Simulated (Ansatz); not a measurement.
Results of the Gaussian-basis code of Ansatz.

A structure relaxed at PBE0-D4/def2-TZVP, charge 0, multiplicity 1:

Cartesian coordinates in Å:
```
F 1.014 0.282 2.069
Al 1.044 -0.699 0.749
F 2.240 -0.494 -0.362
F 0.275 -2.151 0.825
P -0.766 0.513 -0.550
F -0.518 1.996 -0.888
F -1.126 -0.043 -1.941
F -2.162 0.595 0.098
```

Problem. Give its formula and SMILES.

Solution. AlF6P, `[F][Al-]([F])([F])[P+](F)(F)F`.

Problem. Point group (tolerance 0.08 Å, 0.16 Å for H)?

Solution. C3v.

Problem. Summarise the bond lengths by kind.

Solution. 3 × Al–F 1.645 Å; 1 × Al–P 2.537 Å; 3 × F–P 1.541 Å.
